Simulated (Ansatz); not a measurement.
Total energies of W(OH)F5 (WOF5H) from Ansatz at BHLYP-D4/def2-TZVP, gas phase (1 Eh = 27.2114 eV = 2625.5 kJ/mol). The reference geometry is relaxed at B3LYP-D4/def2-SVP.

```xyz
8

W     0.259   -0.093   -0.146
O    -1.267    0.457    0.713
H    -2.068    0.742    1.164
F     1.804   -0.650   -1.015
F     0.173    1.319   -1.355
F     0.463   -1.548    0.997
F    -0.705   -1.160   -1.327
F     1.341    0.932    0.969
```

```
                state   geometry  energy (Eh)
     charge 0 singlet  reference   -642.31047
     charge 1 doublet  reference   -641.79873
free W atom (quintet)          –    -66.80554
free O atom (triplet)          –    -75.07712
free H atom (doublet)          –     -0.49854
free F atom (doublet)          –    -99.74467
```

In the def2 sets W takes a core potential; there is no spin–orbit coupling.

(1) Work out the vertical ionisation energy to the doublet.

(2) What is the binding energy per atom against free atoms?

(1) E(charge 1 doublet) − E(charge 0 singlet) = -641.79873 − (-642.31047) = 0.51174 Eh = 13.93 eV. For comparison, −ε of the highest occupied level is 13.35 eV at this level, 0.58 eV less.

(2) Atoms: 1 × (-66.80554) + 1 × (-75.07712) + 1 × (-0.49854) + 5 × (-99.74467) = -641.10455 Eh. Binding: -641.10455 − (-642.31047) = 1.20592 Eh = 32.81 eV, or 4.10 eV for each of 8 atoms (no zero-point energy, no counterpoise term).
